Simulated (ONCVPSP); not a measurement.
## Transferability test, ONCV potential for W (Z = 74)

W (Z = 74), optimised norm-conserving Vanderbilt (ONCV), made with ONCVPSP 4.0.1 (LDA (Perdew-Zunger), fully relativistic). Core [Kr] 4d10 4f14, reference 5s2 5p6 5d4 6s1.5 6p0.5. Waves: 5s+6s: rc 1.50 bohr, ncon 4, nbas 7, qcut 6.8 1/bohr, 2 projectors; 5p+6p: rc 1.95 bohr, ncon 3, nbas 7, qcut 6.9 1/bohr, 3 projectors, debl 2 Ha; 5d: rc 2.90 bohr, ncon 3, nbas 8, qcut 4.5 1/bohr, 2 projectors, debl 1.3 Ha. Local part: polynomial inside 1.05 bohr (lpopt 4, dvloc0 0 Ha). Core correction: Teter function, fcfact 4.5, rcfact 1.7.

Open shells are filled in proportion to 2j + 1.

Energies are relative to the spin-unpolarised reference configuration 5s2 5p6 5d4 6s1.5 6p0.5; without spin polarisation the order of configurations can differ from experiment.

| valence configuration | charge | ΔE all-electron (eV) | error AE − PS (meV) |
| --- | --- | --- | --- |
| 5s2 5p6 5d4 6s2 6p0 | 0 | -2.232 | -0.4 |
| 5s2 5p6 5d4 6s1 6p0 | +1 | 6.905 | -0.2 |

Task: What are ΔE and the potential's error for 5s2 5p6 5d4 6s0 6p0?

Result: ΔE = 22.931 eV all-electron; the error (AE − PS) is -11 meV.

Task: What are ΔE and the potential's error for 5s1 5p6 5d4 6s2 6p0?

Result: ΔE = 83.332 eV all-electron; the error (AE − PS) is -452 meV.

Levels in the configuration 5s1 5p6 5d4 6s2 6p0:

```json
{"level": "5s j=1/2", "all-electron (eV)": "-92.425", "pseudo (eV)": "-93.346"}
{"level": "5p j=3/2", "all-electron (eV)": "-53.073", "pseudo (eV)": "-53.798"}
{"level": "5p j=1/2", "all-electron (eV)": "-63.418", "pseudo (eV)": "-64.268"}
{"level": "5d j=5/2", "all-electron (eV)": "-14.659", "pseudo (eV)": "-14.514"}
{"level": "5d j=3/2", "all-electron (eV)": "-15.601", "pseudo (eV)": "-15.420"}
{"level": "6s j=1/2", "all-electron (eV)": "-13.736", "pseudo (eV)": "-13.812"}
```
